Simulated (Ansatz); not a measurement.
Consider the cleavage of the Si–Al bond: `CS[SiH2][AlH][NH2]` + H₂Se → `CS[SiH2][SeH]` + `[NH2][AlH2]`.

Gas-phase electronic energies from Ansatz, PBE0-D4/def2-TZVP geometries. CCSD(T)/CBS adds triple-zeta CCSD(T) − MP2 to the extrapolated MP2 energy (def2 sets, frozen cores). This one scheme is used for every species. Functionals use def2-TZVPP. For Se outer-core shells are correlated without core-valence functions, which leaves a few kJ/mol of doubt a bond. Scalar relativity is left out up to krypton. One conformer a species, not always the lowest.

CCSD(T)/CBS gives -0.66 eV.

Q: Another level gave -0.68 eV. Which?
A. ωB97M-V/def2-TZVPP
B. r2SCAN/def2-TZVPP
C. PBE/def2-TZVPP
D. MP2/def2-TZVPP

A: A. ωB97M-V -0.68, PBE -0.52, r2SCAN -0.62, MP2/def2-TZVPP -0.73 eV.

Largest T1 diagnostic among the species: 0.012.

From PBE to PBE0 (25 % exact exchange), in def2-TZVPP and without D4, ΔE moves by −0.05 eV.
